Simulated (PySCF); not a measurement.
Lowest empty level (eV) of eight silicon and germanium compounds: PBE beside PBE0, computed with PySCF for isolated molecules in the bases named; differences from unrounded values. The eight are the first of their class met in an unordered collection, after screening for sound electronic states; none was chosen by its value. Each molecule has one DFT geometry for both levels.

```tsv
molecule	basis	PBE0	PBE	difference
B(OH)(SiH3)2 (BH₇OSi₂), SMILES OB([SiH3])[SiH3]	def2-TZVP	-1.63	-2.56	-0.93
C₄H₈OSi, SMILES O=C1C[SiH](C)C1	def2-TZVP	-0.55	-1.63	-1.08
Ge(H)2(PH2)2 (GeH6P2), SMILES [PH2][GeH2][PH2]	def2-TZVPD	-0.78	___	___
Si(Br)(OH)2(NH2) (BrH4NO2Si), SMILES N[Si](O)(O)Br	def2-TZVP	0.36	___	___
C₅H₁₂Si, SMILES C[C@@H]1C[C@@]1(C)[SiH3]	def2-TZVP	0.73	-0.09	-0.82
F2GeH2S2, SMILES [Ge]([F])([SH])([SH])[F]	def2-TZVP	-1.30	___	___
C₃H₇NSi, SMILES NCC#C[SiH3]	def2-TZVP	-0.11	-1.03	-0.92
C₂H₉FSi₃, SMILES F[C@H]1C[SiH2][Si@@H]1[SiH3]	def2-TZVP	-0.63	-1.43	-0.80
```

### Question
Fill in the missing entries. (An estimate is asked for; the answer gives what the named calculation found.)

### Answer

- F2GeH2S2, SMILES [Ge]([F])([SH])([SH])[F], PBE: -2.28
- F2GeH2S2, SMILES [Ge]([F])([SH])([SH])[F], difference: -0.98
- Ge(H)2(PH2)2 (GeH6P2), SMILES [PH2][GeH2][PH2], PBE: -1.58
- Ge(H)2(PH2)2 (GeH6P2), SMILES [PH2][GeH2][PH2], difference: -0.80
- Si(Br)(OH)2(NH2) (BrH4NO2Si), SMILES N[Si](O)(O)Br, PBE: -0.53
- Si(Br)(OH)2(NH2) (BrH4NO2Si), SMILES N[Si](O)(O)Br, difference: -0.90

PBE lies below PBE0 in 8 and above it in 0 of the eight; the mean signed difference is -0.90 and the largest -1.08 eV.
